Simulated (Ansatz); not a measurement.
Molecule: bis(ethenyl)-methylborane, C5H9B (charge 0, singlet). 
Structure (B3LYP-D3(BJ)/def2-TZVP (Ansatz, an electronic-structure program) minimum search):
```xyz
15

C      1.9667     1.3363    -0.1027
C      0.6723     1.0514     0.0733
B      0.0628    -0.3710    -0.0787
C      0.9294    -1.6255    -0.4599
C     -1.4627    -0.6001     0.1481
C     -2.3450     0.3495     0.4765
H      2.3628     2.3401     0.0106
H      2.6878     0.5720    -0.3689
H      0.0301     1.8885     0.3389
H      1.9933    -1.4485    -0.6150
H      0.8253    -2.3937     0.3156
H      0.5284    -2.0863    -1.3705
H     -1.8570    -1.6094     0.0335
H     -3.3993     0.1395     0.6239
H     -2.0495     1.3835     0.6130
```

Basis-set convergence of Hartree-Fock and CCSD(T) correlation energies (hartree) with Ansatz. Correlated levels leave the core frozen unless marked. Spin-orbit coupling is left out. No relativistic terms.

The Hartree-Fock reference is unstable (checked in the largest basis), which strains HF and MP2. 

```csv
basis,functions,E(HF),"E(corr, CCSD(T))"
cc-pVDZ,129,-219.25280,-0.85344
cc-pVTZ,306,-219.31180,-1.02026
cc-pVQZ,600,-219.32560,-1.06922
```

Extrapolating the two largest sets (X = 3 and 4) as X^-3: E(corr) = (64·(-1.06922) - 27·(-1.02026))/37 = -1.1049 Eh, an estimate of the basis-set limit. The largest set recovers 96.8 % of it, the smallest 77.2 %.
